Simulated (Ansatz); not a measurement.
Species: sum formula H7Si3O2, net charge 0, doublet state. It need not be the lowest isomer of its formula. SMILES: [SiH2]O[SiH2]O[SiH3]
Coordinates optimised at B3LYP-D3(BJ)/def2-TZVP (Ansatz, a quantum-chemistry and plane-wave program):
```
O
Si 1 1.6298
O 2 1.6341 1 110.83
Si 1 1.6397 2 148.47 3 48.91
Si 3 1.6427 2 149.05 1 -1.21
H 2 1.4734 1 107.96 4 167.75
H 2 1.4762 6 111.81 1 -120.56
H 4 1.4775 1 108.43 2 -166.77
H 4 1.4807 8 109.76 1 120.20
H 4 1.4817 8 109.80 9 119.98
H 5 1.4873 3 107.74 2 167.32
H 5 1.4905 11 110.32 3 119.82
```
Charge 0, spin multiplicity 2.

Property: atomisation energy (electronic, to ground-state atoms); the coupled-cluster value holds the core correlation from cc-pwCVTZ, in eV. Correlated levels leave the core frozen unless marked. Open shells are spin-unrestricted. Spin-orbit coupling is left out. Non-relativistic. CBS(X,Y): correlation extrapolated as X^-3; Hartree-Fock from the larger set.

Level to compare with: CCSD(T)/CBS(cc-pV(T+d)Z,cc-pV(Q+d)Z) plus the core term (Ansatz), 42.68 eV. It is a level with limits of its own, and the differences hold the functionals' basis error too.

Rank these functionals by how close they come to CCSD(T)/CBS(cc-pV(T+d)Z,cc-pV(Q+d)Z), closest first: r2SCAN/def2-TZVPD (Ansatz); r2SCAN0/def2-TZVPD (Ansatz); wB97X-V/def2-TZVPD (Ansatz).

wB97X-V/def2-TZVPD (range-separated hybrid with VV10, 42.65 eV, difference -0.03), r2SCAN/def2-TZVPD (meta-GGA, 42.33 eV, difference -0.35), r2SCAN0/def2-TZVPD (hybrid meta-GGA, 41.77 eV, difference -0.91)
